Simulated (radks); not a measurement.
Spherical quantum dot in the effective-mass picture: electrons in a hard-walled sphere of radius 2.79, with a point charge +2 (a donor) at the centre, all in effective atomic units (hartree* = m*/eps^2 hartree, bohr* = eps/m* bohr), one dielectric constant everywhere. Method: non-relativistic Kohn-Sham, LDA (Slater exchange, Perdew-Wang correlation), spin-polarised, spherical densities; computed with a radial shooting solver with Libxc functionals. Levels are named by radial order and angular momentum (1s, 1p, 1d, 2s, ...), and open shells are averaged over m. Results are scaled to m* = 0.065 and eps = 15.9, for which hartree* = 6.996 meV and bohr* = 12.94 nm.

N = 10, configuration 1s2 1p6 2s2. This is the lowest configuration that the search found. Occupied and some empty levels:

level,occupation,eigenvalue (meV),<r> (nm)
1s,2,28.656,16.48
1p,6,33.757,22.66
2s,2,37.807,16.96
1d,0,38.934,24.36
1f,0,45.373,25.49
2p,0,51.290,18.58
1g,0,53.050,26.35

Energy (meV): total 147.190, kinetic 108.37, external -125.58, Hartree 198.98, exchange-correlation -34.575.

Electron density:

r (nm),n(r) (e/nm^3)
1.77,0.001395
3.58,0.0008164
5.38,0.0004884
7.19,0.0003012
8.99,0.0001945
10.8,0.0001354
12.6,0.0001048
14.4,0.00009126
16.2,0.00008719
18.0,0.00008748
19.8,0.00008827
21.6,0.00008676
23.4,0.00008118
25.2,0.00007098
27.1,0.00005669
28.9,0.00004030
30.7,0.00002413
32.5,0.00001102
34.3,2.722e-06
36.1,6.312e-09
